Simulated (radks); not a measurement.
Task: The mean radii <r> (bohr) of the occupied orbitals of an atom or ion are listed with their occupations. Method: scalar-relativistic Kohn-Sham, XLYP, spin-polarised, spherical densities, finite nucleus; Fermi nuclear charge, rms radius of each element as measured or else 0.836 A^(1/3) + 0.57 fm; computed with a radial shooting solver on a logarithmic mesh with Libxc functionals.

orbital  occ.      <r>
1s up       1  0.07302
1s down     1  0.07301
2s up       1   0.3434
2s down     1   0.3428
2p up       3   0.3072
2p down     3   0.3067
3s up       1    1.060
3s down     1    1.071
3p up       3    1.139
3p down     1    1.162
3d up       3    1.443

Name the element and its charge. Open shells, if any, are filled with parallel spins first.

Result: Z = 21, scandium, charge +2: Sc2+ in [Ne] 3s2 3p4 3d3. The 1s radius gives Z: for a bare nucleus <r> = (2 gamma + 1)/(2Z) with gamma = sqrt(1 - (Z/c)^2), 0.07087 bohr for Z = 21, and screening makes it slightly larger (0.07302 here). The occupations add up to 19, and the charge is Z minus that.
